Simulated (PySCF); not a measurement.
C2H11N3Si, singlet, geometry from GFN2-xTB. Base run: PBE/6-31G run with PySCF.

PySCF was given this input:
```python
from pyscf import gto, scf, dft, solvent

mol = gto.M(
    atom='''
Si    0.322182    0.242059   -0.726811
N     1.396843   -1.000443   -1.246875
N     1.396888    1.422915   -0.053282
N    -0.866912   -0.268687    0.416087
C    -2.008735    0.551509    0.717962
C    -0.569943   -1.203383    1.469638
H    -0.451148    0.644740   -1.906515
H     0.990355   -1.852153   -1.594042
H     2.189170   -1.210376   -0.663015
H     0.986043    2.236223    0.376173
H     2.192755    1.699396   -0.605117
H    -2.880090   -0.079062    0.922984
H    -1.837500    1.187327    1.597651
H    -2.232583    1.190999   -0.132045
H    -1.435100   -1.851087    1.649901
H     0.275030   -1.822366    1.179682
H    -0.323134   -0.697711    2.412591
''',
    basis='6-31g',
    charge=0,
    spin=0,
    verbose=3,
)

mf = dft.RKS(mol)
mf.xc = 'pbe'
mf.kernel()
```

Each row names what was changed in the base input (with any setting that the change needs).

```json
[
 {"change": "base", "ΔE vs base (kJ/mol)": "0.00", "dipole (D)": "0.92", "HOMO-LUMO gap (eV)": "5.45"},
 {"change": "model = IEF-PCM; solvent = chloroform; vdw_scale = 1.1", "ΔE vs base (kJ/mol)": "-31.9", "dipole (D)": "1.16", "HOMO-LUMO gap (eV)": "5.61"},
 {"change": "model = IEF-PCM; solvent = chloroform", "ΔE vs base (kJ/mol)": "-22.75", "dipole (D)": "1.12", "HOMO-LUMO gap (eV)": "5.57"},
 {"change": "model = IEF-PCM; solvent = chloroform; r_probe = 0.5", "ΔE vs base (kJ/mol)": "-7.71", "dipole (D)": "1.03", "HOMO-LUMO gap (eV)": "5.50"},
 {"change": "model = IEF-PCM; solvent = tetrahydrofuran", "ΔE vs base (kJ/mol)": "[?]", "dipole (D)": "[?]", "HOMO-LUMO gap (eV)": "5.58"},
 {"change": "model = IEF-PCM; solvent = chloroform; lebedev_order = 41", "ΔE vs base (kJ/mol)": "[?]", "dipole (D)": "1.12", "HOMO-LUMO gap (eV)": "5.57"},
 {"change": "model = SS(V)PE; solvent = chloroform", "ΔE vs base (kJ/mol)": "-22.54", "dipole (D)": "1.12", "HOMO-LUMO gap (eV)": "5.56"},
 {"change": "model = COSMO; solvent = chloroform", "ΔE vs base (kJ/mol)": "-23.37", "dipole (D)": "1.12", "HOMO-LUMO gap (eV)": "5.58"},
 {"change": "model = IEF-PCM; solvent = chloroform; vdw_scale = 1.0", "ΔE vs base (kJ/mol)": "[?]", "dipole (D)": "[?]", "HOMO-LUMO gap (eV)": "[?]"},
 {"change": "model = ddCOSMO; solvent = chloroform", "ΔE vs base (kJ/mol)": "-17.43", "dipole (D)": "1.11", "HOMO-LUMO gap (eV)": "5.57"},
 {"change": "model = IEF-PCM; solvent = acetonitrile", "ΔE vs base (kJ/mol)": "-32.0", "dipole (D)": "1.21", "HOMO-LUMO gap (eV)": "5.61"},
 {"change": "model = IEF-PCM; solvent = chloroform; vdw_scale = 1.4", "ΔE vs base (kJ/mol)": "-11.79", "dipole (D)": "1.05", "HOMO-LUMO gap (eV)": "5.52"}
]
```

Task: What belongs in the gaps?

Result: 
- model = IEF-PCM; solvent = tetrahydrofuran, ΔE vs base (kJ/mol): -26.3
- model = IEF-PCM; solvent = tetrahydrofuran, dipole (D): 1.15
- model = IEF-PCM; solvent = chloroform; lebedev_order = 41, ΔE vs base (kJ/mol): -22.91
- model = IEF-PCM; solvent = chloroform; vdw_scale = 1.0, ΔE vs base (kJ/mol): -44.4
- model = IEF-PCM; solvent = chloroform; vdw_scale = 1.0, dipole (D): 1.19
- model = IEF-PCM; solvent = chloroform; vdw_scale = 1.0, HOMO-LUMO gap (eV): 5.65

The base is the gas phase, so ΔE is the electrostatic part of solvation at a fixed geometry, without cavity and dispersion terms.
